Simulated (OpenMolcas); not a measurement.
What dynamic correlation does to the levels of S

* Program: OpenMolcas
* Basis: ANO-R2 [5s4p3d1f]
* Scalar Hamiltonian: X2C, finite nucleus
* Active space: 4 electrons in 3 orbitals (3p)
* State averaging: 2S+1 = 3 even, 3 roots; 2S+1 = 1 even, 6 roots
* Spin-orbit coupling: state interaction with AMFI integrals over the reference wave functions, term energies averaged over their components

Methods on the same reference wave functions:
A. CASSCF
B. SS-CASPT2, IPEA 0.25 Eh, imaginary shift 0.1 Eh (closed shells correlated: 2s 2p 3s)

Energies in cm-1 above 3s2 3p4 3P2, the measured ground level; measured values from NIST Handbook of Basic Atomic Spectroscopic Data.

| Level | A | B | Measured |
| --- | --- | --- | --- |
| 3s2 3p4 3P2 | 0.0 | 0.0 | 0.0 |
| 3s2 3p4 3P1 | 370 | 371 | 396 |
| 3s2 3p4 3P0 | 543 | 542 | 574 |
| 3s2 3p4 1D2 | 11805 | 9720 | 9239 |
| 3s2 3p4 1S0 | 29117 | 23910 | 22180 |

Deviations, from unrounded energies. A percentage is the sum of absolute deviations over the sum of measured energies, with the sign that they share, or ± where signs differ.

```json
{"Against measurement": "mean absolute deviation (cm-1)", "Levels": "4", "A": "2400", "B": "570"}
{"Against measurement": "fine structure of the ground term (%)", "Levels": "2", "A": "-5.8", "B": "-5.8"}
{"Against measurement": "other terms of the ground configuration (%)", "Levels": "2", "A": "+30.2", "B": "+7.0"}
```

B lies closest to measurement on these levels. The largest miss of B in the table is 3s2 3p4 1S0, by +1700 cm-1. The ranking rests on the paired levels alone, and a cruder setting can come out closer through cancelling errors.

From A to B the spin-free energies of the other terms of 3s2 3p4 shown, above 3P, scale by a factor of 0.82.

The lowest spin-free term lies below A's lowest term by 0.323 hartree in B.

CASPT2 does not keep the components of a term degenerate, so their means are used; among the terms shown or strongly mixed into the levels shown the widest spread is 180 cm-1 (3s2 3p4 1D, B). With the s shell closed, the reference lacks s² → p² mixing. Without dynamic correlation excited terms often stand tens of per cent too high (terms of higher spin than the ground term too low), and those without a measured partner can miss by more than the paired ones (holds for A). Computed and measured levels are paired by configuration, term and J; levels that our copy of the source lacks, or whose pairing is in doubt (as where it misses far off the trend of its configuration), stay unpaired and out of the deviations. Only configurations of the active space appear.
